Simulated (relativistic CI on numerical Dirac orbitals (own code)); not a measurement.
## Line list: Electric-dipole lines, Tl XXV

Computed by Dirac-Coulomb-Breit CI, separate exchange-only KLI orbitals for each configuration, model QED (radiative potential, 1s self-energy scaled to tabulated hydrogen-like ionisation energies), unscaled Slater integrals (own radial code, finite nucleus).

Configurations in the expansion (outside the closed core [Ar] 3d10): 4s2 4p6 4d10 4f11, 4s2 4p6 4d10 4f10 5s, 4s2 4p6 4d10 4f9 5s2, 4s2 4p6 4d10 4f10 5p, 4s2 4p6 4d9 4f12, 4s2 4p6 4d8 4f13, 4s2 4p6 4d10 4f10 5d, 4s2 4p5 4d10 4f12, 4s2 4p6 4d10 4f10 6s, 4s2 4p4 4d10 4f13, 4p6 4d10 4f13, 4s 4p6 4d9 4f13, 4s 4p6 4d10 4f11 5s, 4s 4p6 4d10 4f11 6s. Levels of other configurations are missing.

| λ vac (Å) | Lower | Upper | A (s⁻¹) | log gf | S velocity/length |
| --- | --- | --- | --- | --- | --- |
| 134.20 | 4s2 4p6 4d10 4f11 2H°_11/2 [3] | 4s2 4p6 4d10 4f10 5s 2I_13/2 [197] | 2.09e+05 | -5.10 | 3.67 |
| 136.20 | 4s2 4p6 4d10 4f11 4I°_15/2 [1] | 4s2 4p6 4d10 4f10 5s 2K_15/2 [157] | 1.15e+05 | -5.29 | 0.64 |
| 136.78 | 4s2 4p6 4d10 4f11 4I°_15/2 [1] | 4s2 4p6 4d10 4f10 5s 4H_13/2 [154] | 1.88e+05 | -5.13 | 2.91 |
| 137.58 | 4s2 4p6 4d10 4f11 4I°_13/2 [4] | 4s2 4p6 4d10 4f10 5s 2K_13/2 [184] | 5.99e+04 | -5.62 | 3.87 |
| 138.62 | 4s2 4p6 4d10 4f11 4I°_15/2 [1] | 4s2 4p6 4d10 4f10 5s 4K_13/2 [144] | 5.45e+04 | -5.66 | 0.87 |
| 144.07 | 4s2 4p6 4d10 4f11 4I°_9/2 [6] | 4s2 4p6 4d10 4f10 5s 4H_7/2 [174] | 1.53e+05 | -5.42 | 0.61 |
| 144.37 | 4s2 4p6 4d10 4f11 2G°_9/2 [2] | 4s2 4p6 4d10 4f10 5s 2G_7/2 [142] | 6.64e+04 | -5.78 | 1.11 |
| 146.13 | 4s2 4p6 4d10 4f11 4I°_13/2 [4] | 4s2 4p6 4d10 4f10 5s 4H_11/2 [138] | 5.62e+04 | -5.67 | 0.95 |
| 147.05 | 4s2 4p6 4d10 4f11 4F°_7/2 [9] | 4s2 4p6 4d10 4f10 5s 4F_5/2 [172] | 2.34e+05 | -5.34 | 0.97 |
| 147.90 | 4s2 4p6 4d10 4f11 2G°_9/2 [2] | 4s2 4p6 4d10 4f10 5s 4F_7/2 [127] | 1.41e+05 | -5.43 | 0.30 |
| 149.57 | 4s2 4p6 4d10 4f11 4I°_9/2 [6] | 4s2 4p6 4d10 4f10 5s 2G_7/2 [148] | 1.89e+05 | -5.29 | 1.84 |
| 149.82 | 4s2 4p6 4d10 4f11 2G°_9/2 [2] | 4s2 4p6 4d10 4f10 5s 4F_9/2 [116] | 7.66e+04 | -5.59 | 3.35 |
| 150.22 | 4s2 4p6 4d10 4f11 4G°_9/2 [13] | 4s2 4p6 4d10 4f10 5s 2H_9/2 [171] | 1.33e+05 | -5.35 | 0.41 |
| 151.41 | 4s2 4p6 4d10 4f11 2H°_11/2 [14] | 4s2 4p6 4d10 4f10 5s 2H_11/2 [173] | 1.19e+05 | -5.31 | 3.33 |
| 158.90 | 4s2 4p6 4d10 4f11 2H°_11/2 [14] | 4s2 4p6 4d10 4f10 5s 2H_9/2 [136] | 1.30e+05 | -5.31 | 2.86 |
| 159.78 | 4s2 4p6 4d10 4f11 2H°_11/2 [3] | 4s2 4p6 4d10 4f10 5s 4H_13/2 [78] | 5.55e+04 | -5.53 | 0.89 |
| 160.66 | 4s2 4p6 4d10 4f11 2K°_15/2 [11] | 4s2 4p6 4d10 4f10 5s 2L_15/2 [123] | 1.11e+05 | -5.16 | 3.49 |
| 161.70 | 4s2 4p6 4d10 4f11 2L°_15/2 [31] | 4s2 4p6 4d10 4f10 5s 2L_17/2 [189] | 1.08e+05 | -5.12 | 0.92 |
| 164.90 | 4s2 4p6 4d10 4f11 2K°_15/2 [11] | 4s2 4p6 4d10 4f10 5s 2L_17/2 [100] | 5.34e+04 | -5.41 | 0.44 |
| 172.72 | 4s2 4p6 4d10 4f11 4I°_11/2 [7] | 4s2 4p6 4d10 4f10 5s 4F_9/2 [64] | 5.52e+04 | -5.61 | 1.69 |

Terms are leading LS components. Brackets give the number of a level in order of energy, since labels repeat. The list gives strong lines, with weight on those to low levels, among the lowest 200 of 2895 levels, so that lines to higher ones, which can be the strongest, are missing. Levels whose partners in the same complex of configurations lie outside the list can be far off, and so can their lines. Rates are taken at the computed energies, electric ones in the length gauge. A velocity-to-length ratio far from 1 marks an uncertain rate.

At this charge transitions that keep the count of f electrons are usually good to a few per cent. Terms inside the open d or f shell come out 10 to 20 % too wide with unscaled integrals. Levels that differ in their count of f electrons can be misplaced by several ten thousand cm⁻¹, since the correlation energy of f electrons is missing or only estimated; rates across such gaps can be off by orders of magnitude.

LS names give the leading component of a level, which can be under half, so a name can repeat, a term be missing and a line seem to break the LS rules.
